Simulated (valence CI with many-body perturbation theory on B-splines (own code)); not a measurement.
E1 line list for Nd XLVII

Method: valence CI with perturbative core correlation (CI+MBPT): four valence electrons over a frozen Dirac-Fock core [Ne], radial functions for each j: 11 s, 11 p, 10 d, 8 f, 5 g, 2 h, with the one-electron correlation potential Σ1, the two-electron term Σ2, the three-electron term Σ3, Breit, model QED; selected CI, second order for the rest, scaled by the run's own slope (own B-spline code, finite nucleus).

The last digits are not significant, and no measured levels were compared; by estimate large intervals hold to a few tenths of a per cent, small ones and those within an open d or f shell to about a per cent. Among the levels kept, up to 590 cm⁻¹ of a level comes from second order outside the variational space, and about a tenth of that is noise between levels of different J, which matters for small intervals.

Lines 201 to 250 of 536 in falling wavelength, among levels below 889.14 eV, chosen from the strongest by gf and those to the six lowest levels. Wavelengths and rates use the calculated energies. Electric multipoles are in the length gauge with retardation, E1 and E2 with the static RPA response of the core. Weak lines are less certain than strong ones. Lines between different terms over intervals too small for the method are left out, as are lines whose strength nearly cancels. Where a level lies close to another of its J and parity, the split of strength between their lines is uncertain. The highest levels of a list are the least certain.

Levels are named by their leading jj configuration (3d3/2^4 stands for four electrons in 3d with j = 3/2), which in mixed levels can hold well under half, so a name can repeat and another be missing. Letters in brackets count levels of one name in rising energy.

| λ vac (Å) | Upper | Lower | A (s⁻¹) | S (a.u.) with core polarisation | S without |
| --- | --- | --- | --- | --- | --- |
| 49.58 | (3p1/2 3p3/2^2 3d3/2) J=3 [b] | (3s 3p1/2 3p3/2 3d5/2) J=2 [b] | 1.86e+11 | 7.81e-02 | 7.95e-02 |
| 49.49 | (3p1/2 3p3/2^2 3d3/2) J=3 [a] | (3s 3p1/2 3p3/2 3d3/2) J=3 [c] | 6.29e+10 | 2.63e-02 | 2.68e-02 |
| 49.36 | (3p1/2 3p3/2^2 3d5/2) J=0 | (3s 3p1/2 3p3/2 3d5/2) J=1 [b] | 3.01e+11 | 1.79e-02 | 1.82e-02 |
| 49.34 | (3p1/2 3p3/2^2 3d3/2) J=1 [b] | (3s 3p1/2 3p3/2 3d3/2) J=0 [b] | 7.06e+10 | 1.25e-02 | 1.28e-02 |
| 49.28 | (3s 3p3/2^2 3d3/2) J=4 | (3s^2 3p3/2 3d3/2) J=3 | 3.67e+11 | 1.95e-01 | 1.98e-01 |
| 49.25 | (3s 3p1/2 3p3/2 3d3/2) J=2 [a] | (3s 3p1/2^2 3p3/2) J=1 | 1.07e+11 | 3.17e-02 | 3.22e-02 |
| 49.19 | (3p1/2 3p3/2^2 3d5/2) J=2 [a] | (3s 3p1/2 3p3/2 3d5/2) J=1 [c] | 1.68e+11 | 4.94e-02 | 5.02e-02 |
| 49.17 | (3s 3p3/2 3d3/2^2) J=1 [b] | (3s^2 3d3/2^2) J=2 | 1.21e+11 | 2.13e-02 | 2.17e-02 |
| 48.94 | (3p1/2 3p3/2^2 3d5/2) J=4 [a] | (3s 3p1/2 3p3/2 3d5/2) J=4 [b] | 3.71e+10 | 1.93e-02 | 1.96e-02 |
| 48.89 | (3p1/2 3p3/2^2 3d3/2) J=3 [b] | (3s 3p1/2 3p3/2 3d5/2) J=3 [b] | 6.24e+10 | 2.52e-02 | 2.57e-02 |
| 48.88 | (3s 3p3/2^2 3d5/2) J=4 [a] | (3s^2 3p3/2 3d5/2) J=4 | 2.39e+11 | 1.24e-01 | 1.26e-01 |
| 48.78 | (3s 3p1/2 3p3/2 3d5/2) J=3 [b] | (3s^2 3p1/2 3d5/2) J=3 | 6.60e+10 | 2.65e-02 | 2.70e-02 |
| 48.78 | (3p1/2 3p3/2^2 3d5/2) J=4 [a] | (3s 3p1/2 3p3/2 3d5/2) J=3 [b] | 7.03e+10 | 3.62e-02 | 3.69e-02 |
| 48.76 | (3p1/2 3p3/2^2 3d3/2) J=3 [b] | (3s 3p1/2 3p3/2 3d3/2) J=2 [e] | 1.73e+11 | 6.95e-02 | 7.07e-02 |
| 48.66 | (3s 3p1/2 3d5/2^2) J=2 [b] | (3s 3p1/2 3p3/2 3d3/2) J=2 [c] | 5.52e+10 | 1.57e-02 | 1.60e-02 |
| 48.62 | (3s 3p1/2 3p3/2 3d5/2) J=4 [b] | (3s^2 3p1/2 3d5/2) J=3 | 3.11e+10 | 1.59e-02 | 1.61e-02 |
| 48.52 | (3p1/2 3p3/2^2 3d3/2) J=4 | (3s 3p1/2 3p3/2 3d3/2) J=3 [c] | 3.19e+11 | 1.62e-01 | 1.65e-01 |
| 48.49 | (3p1/2 3p3/2^2 3d3/2) J=0 | (3s 3p1/2 3p3/2 3d3/2) J=1 [c] | 3.79e+11 | 2.13e-02 | 2.17e-02 |
| 48.49 | (3s 3p3/2^2 3d5/2) J=4 [b] | (3s^2 3p3/2 3d5/2) J=3 | 2.58e+11 | 1.31e-01 | 1.33e-01 |
| 48.49 | (3p1/2 3p3/2^2 3d3/2) J=3 [a] | (3s 3p1/2 3p3/2 3d3/2) J=2 [d] | 3.46e+10 | 1.36e-02 | 1.39e-02 |
| 48.46 | (3p1/2 3p3/2^2 3d3/2) J=2 [a] | (3s 3p1/2 3p3/2 3d3/2) J=2 [c] | 1.65e+11 | 4.63e-02 | 4.71e-02 |
| 48.45 | (3s 3p3/2^2 3d5/2) J=2 [a] | (3s^2 3p3/2 3d5/2) J=1 | 1.81e+11 | 5.08e-02 | 5.17e-02 |
| 48.41 | (3p1/2 3p3/2^2 3d5/2) J=3 [b] | (3s 3p1/2 3p3/2 3d5/2) J=2 [c] | 6.48e+10 | 2.54e-02 | 2.58e-02 |
| 48.37 | (3s 3p1/2 3p3/2 3d5/2) J=3 [b] | (3s^2 3p1/2 3d5/2) J=2 | 3.35e+10 | 1.31e-02 | 1.33e-02 |
| 48.12 | (3s 3p1/2 3p3/2 3d5/2) J=2 [b] | (3s^2 3p1/2 3d5/2) J=3 | 5.64e+10 | 1.55e-02 | 1.58e-02 |
| 48.09 | (3p1/2 3p3/2^2 3d5/2) J=1 [b] | (3s 3p1/2 3p3/2 3d5/2) J=2 [d] | 2.36e+11 | 3.88e-02 | 3.95e-02 |
| 48.04 | (3s 3p3/2 3d3/2 3d5/2) J=2 | (3s^2 3d3/2^2) J=2 | 1.63e+11 | 4.45e-02 | 4.53e-02 |
| 48.00 | (3p1/2^2 3p3/2 3d5/2) J=2 | (3s 3p1/2^2 3d5/2) J=2 | 1.28e+11 | 3.48e-02 | 3.54e-02 |
| 47.96 | (3s 3p1/2 3p3/2 3d3/2) J=0 [a] | (3s 3p1/2^2 3p3/2) J=1 | 3.48e+10 | 1.90e-03 | 1.93e-03 |
| 47.89 | (3s 3p3/2^2 3d3/2) J=3 [b] | (3s^2 3p3/2 3d5/2) J=2 | 1.01e+11 | 3.85e-02 | 3.92e-02 |
| 47.83 | (3p1/2 3p3/2^3) J=1 | (3s 3p1/2 3p3/2^2) J=1 [b] | 4.54e+11 | 7.35e-02 | 7.48e-02 |
| 47.83 | (3p1/2 3p3/2^2 3d5/2) J=2 [c] | (3s 3p1/2 3p3/2 3d5/2) J=2 [d] | 2.09e+11 | 5.64e-02 | 5.74e-02 |
| 47.82 | (3p1/2 3p3/2^2 3d5/2) J=3 [a] | (3s 3p1/2 3p3/2 3d5/2) J=3 [b] | 1.00e+11 | 3.78e-02 | 3.85e-02 |
| 47.69 | (3p1/2 3p3/2^2 3d5/2) J=3 [a] | (3s 3p1/2 3p3/2 3d3/2) J=2 [e] | 3.54e+10 | 1.33e-02 | 1.35e-02 |
| 47.67 | (3s 3p3/2^2 3d5/2) J=2 [b] | (3s^2 3p3/2 3d5/2) J=1 | 8.10e+10 | 2.16e-02 | 2.20e-02 |
| 47.58 | (3p1/2 3p3/2^2 3d3/2) J=2 [c] | (3s 3p1/2 3p3/2 3d5/2) J=1 [a] | 9.17e+10 | 2.44e-02 | 2.48e-02 |
| 47.56 | (3p1/2 3p3/2^2 3d5/2) J=4 [b] | (3s 3p1/2 3p3/2 3d5/2) J=4 [b] | 9.77e+10 | 4.67e-02 | 4.75e-02 |
| 47.53 | (3p1/2 3p3/2^2 3d5/2) J=3 [c] | (3s 3p1/2 3p3/2 3d5/2) J=3 [d] | 2.23e+11 | 8.29e-02 | 8.44e-02 |
| 47.47 | (3p1/2 3p3/2^2 3d3/2) J=1 [c] | (3s 3p1/2 3p3/2 3d5/2) J=2 [b] | 8.99e+10 | 1.42e-02 | 1.45e-02 |
| 47.43 | (3p1/2 3p3/2^2 3d5/2) J=2 [a] | (3s 3p1/2 3p3/2 3d5/2) J=1 [b] | 5.32e+10 | 1.40e-02 | 1.43e-02 |
| 47.37 | (3s 3p1/2 3p3/2 3d3/2) J=2 [c] | (3s^2 3p1/2 3d3/2) J=2 | 1.82e+11 | 4.76e-02 | 4.85e-02 |
| 47.34 | (3s 3p3/2^2 3d5/2) J=2 [a] | (3s^2 3p3/2 3d5/2) J=3 | 1.25e+11 | 3.27e-02 | 3.33e-02 |
| 47.27 | (3p1/2 3p3/2^2 3d3/2) J=1 [a] | (3s 3p1/2 3p3/2 3d3/2) J=2 [c] | 1.50e+11 | 2.34e-02 | 2.38e-02 |
| 47.23 | (3p1/2 3p3/2^2 3d5/2) J=2 [b] | (3s 3p1/2 3p3/2 3d5/2) J=2 [c] | 8.36e+10 | 2.17e-02 | 2.21e-02 |
| 47.22 | (3p1/2 3p3/2^3) J=2 | (3s 3p1/2 3p3/2^2) J=2 [b] | 4.45e+11 | 1.16e-01 | 1.18e-01 |
| 47.21 | (3s 3p3/2^2 3d5/2) J=1 [a] | (3s^2 3p3/2 3d5/2) J=2 | 2.30e+11 | 3.59e-02 | 3.65e-02 |
| 47.07 | (3p1/2 3p3/2^2 3d5/2) J=2 [b] | (3s 3p1/2 3p3/2 3d5/2) J=3 [d] | 1.43e+11 | 3.68e-02 | 3.75e-02 |
| 47.04 | (3p1/2 3p3/2^2 3d3/2) J=3 [a] | (3s 3p1/2 3p3/2 3d3/2) J=2 [c] | 1.81e+11 | 6.52e-02 | 6.64e-02 |
| 47.00 | (3s 3p3/2^2 3d3/2) J=1 [b] | (3s^2 3p3/2 3d3/2) J=2 | 3.36e+11 | 5.16e-02 | 5.25e-02 |
| 46.91 | (3p1/2 3p3/2^2 3d3/2) J=2 [b] | (3s 3p1/2 3p3/2 3d3/2) J=1 [c] | 1.95e+11 | 4.97e-02 | 5.06e-02 |
